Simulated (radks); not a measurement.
Results of a calculation; reference values are marked as such.
Excited configurations of Ca18+: one electron is placed in a higher orbital outside 1s1. The ground configuration is [He]. Level of theory: non-relativistic Kohn-Sham, PBEsol, spin-polarised, spherical densities, point nucleus; open shells are filled with parallel spins first (a radial shooting solver on a logarithmic mesh with Libxc functionals). Excitation = E - E(ground); binding = E(ion) - E, where the ion is the core of charge +19; n* = 19/sqrt(2 binding) in atomic units, and the quantum defect is n - n*.

2s: excitation (eV) 3837.1; binding (eV) 1259.3; n* 1.975; quantum defect 0.025; eigenvalue (eV) -1229.3; <r> (bohr) 0.3083
2p: excitation (eV) 3857.9; binding (eV) 1238.6; n* 1.991; quantum defect 0.009; eigenvalue (eV) -1201.0; <r> (bohr) 0.2605
3d: excitation (eV) 4550.8; binding (eV) 545.58; n* 3.000; quantum defect 0.000; eigenvalue (eV) -529.36; <r> (bohr) 0.5521
4s: excitation (eV) 4783.5; binding (eV) 312.93; n* 3.962; quantum defect 0.038; eigenvalue (eV) -306.03; <r> (bohr) 1.242
4p: excitation (eV) 4785.5; binding (eV) 310.95; n* 3.974; quantum defect 0.026; eigenvalue (eV) -303.77; <r> (bohr) 1.197
4d: excitation (eV) 4787.9; binding (eV) 308.50; n* 3.990; quantum defect 0.010; eigenvalue (eV) -300.62; <r> (bohr) 1.101
5s: excitation (eV) 4896.3; binding (eV) 200.10; n* 4.954; quantum defect 0.046; eigenvalue (eV) -195.85; <r> (bohr) 1.943
5p: excitation (eV) 4897.3; binding (eV) 199.12; n* 4.967; quantum defect 0.033; eigenvalue (eV) -194.76; <r> (bohr) 1.900
5d: excitation (eV) 4898.4; binding (eV) 198.02; n* 4.980; quantum defect 0.020; eigenvalue (eV) -193.34; <r> (bohr) 1.805
6p: excitation (eV) 4958.1; binding (eV) 138.36; n* 5.958; quantum defect 0.042; eigenvalue (eV) -135.44; <r> (bohr) 2.759
7f: excitation (eV) 4995.3; binding (eV) 101.13; n* 6.969; quantum defect 0.031; eigenvalue (eV) -98.892; <r> (bohr) 3.532

The Delta-SCF ionisation energy is 5096.4 eV (NIST Atomic Spectra Database: 5128.9 eV, theoretical). Self-interaction in the functional shifts the binding energies and quantum defects, so they are the method's values and not measured ones.
